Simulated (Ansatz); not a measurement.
A run of Ansatz (development build ahead of 0.2.0) on doublet Be4(+) at this shape:

```yaml
atoms:
  - { symbol: Be, position_ang: [0.7245, 0.7257, 0.7251] }
  - { symbol: Be, position_ang: [0.7244, -0.7244, -0.7256] }
  - { symbol: Be, position_ang: [-0.7242, 0.7242, -0.7242] }
  - { symbol: Be, position_ang: [-0.7244, -0.7255, 0.7253] }
```

Its results:

```json
{"Converged": "yes", "Total energy": "-58.09154 hartree"}
```

Forces (eV/Å):
| atom | Fx | Fy | Fz |
| --- | --- | --- | --- |
| Be1 | -0.378 | 0.825 | 0.640 |
| Be2 | -0.380 | -0.639 | -0.824 |
| Be3 | 0.565 | 0.668 | -0.668 |
| Be4 | 0.193 | -0.854 | 0.853 |

Which input gives this output? Name the method, the orbitals and the basis set, and write the input.

UHF in 6-31G.

```yaml
crystal:
  periodic: [false, false, false]
  atoms:
    - { symbol: Be, position_ang: [0.72446, 0.72566, 0.72515] }
    - { symbol: Be, position_ang: [0.72442, -0.72439, -0.72563] }
    - { symbol: Be, position_ang: [-0.72421, 0.72424, -0.72417] }
    - { symbol: Be, position_ang: [-0.72436, -0.72553, 0.7253] }
basis:
  gaussian: { orbitals: "6-31G" }
total_charge: 1
magnetization:
  spin_polarized: true
  initial_magnetization: 1
hamiltonian:
  xc: hf
output:
  forces: true
```
